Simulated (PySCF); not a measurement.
SMILES CC(O[Si](OC(=O)C)(O)OC)=O (C₅H₁₀O₆Si) (GFN2-xTB optimised geometry):

```
22

C     -2.437     1.383    -1.063
O     -2.276     0.465     0.000
Si    -1.579    -0.977     0.000
O     -2.040    -1.661     1.377
O     -2.084    -1.785    -1.354
C     -1.421    -2.706    -2.062
C     -2.017    -2.897    -3.425
O     -0.459    -3.287    -1.639
O      0.082    -0.977     0.000
C      0.823    -0.745    -1.089
C      2.214    -1.280    -0.953
O      0.383    -0.180    -2.054
H     -2.607     2.362    -0.616
H     -1.550     1.411    -1.698
H     -3.300     1.098    -1.666
H     -1.441    -2.236     1.847
H     -1.745    -2.036    -4.033
H     -1.625    -3.801    -3.881
H     -3.100    -2.937    -3.354
H      2.154    -2.362    -1.063
H      2.607    -1.055     0.034
H      2.852    -0.870    -1.730
```

Level of theory: PySCF with B3LYP/def2-SVP.

Question: What are the frontier orbital energies and the dipole moment?

Answer: HOMO-2 -8.21 eV, HOMO-1 -7.81 eV, HOMO -7.70 eV, LUMO -0.26 eV, LUMO+1 0.05 eV; dipole moment 0.77 D.

On the same geometry PBE/def2-SVP (PySCF) gives HOMO-2 -6.83 eV, HOMO-1 -6.34 eV, HOMO -6.22 eV, LUMO -1.09 eV, LUMO+1 -0.81 eV; dipole moment 0.62 D.

Meta-Löwdin charges at B3LYP/def2-SVP: C1 -0.06, O2 -0.60, Si3 1.55, O4 -0.69, O5 -0.56, C6 0.53, C7 -0.32, O8 -0.45, O9 -0.57, C10 0.54, C11 -0.32, O12 -0.45, H13 0.11, H14 0.10, H15 0.10, H16 0.34, H17 0.13, H18 0.12, H19 0.12, H20 0.14, H21 0.12, H22 0.12.
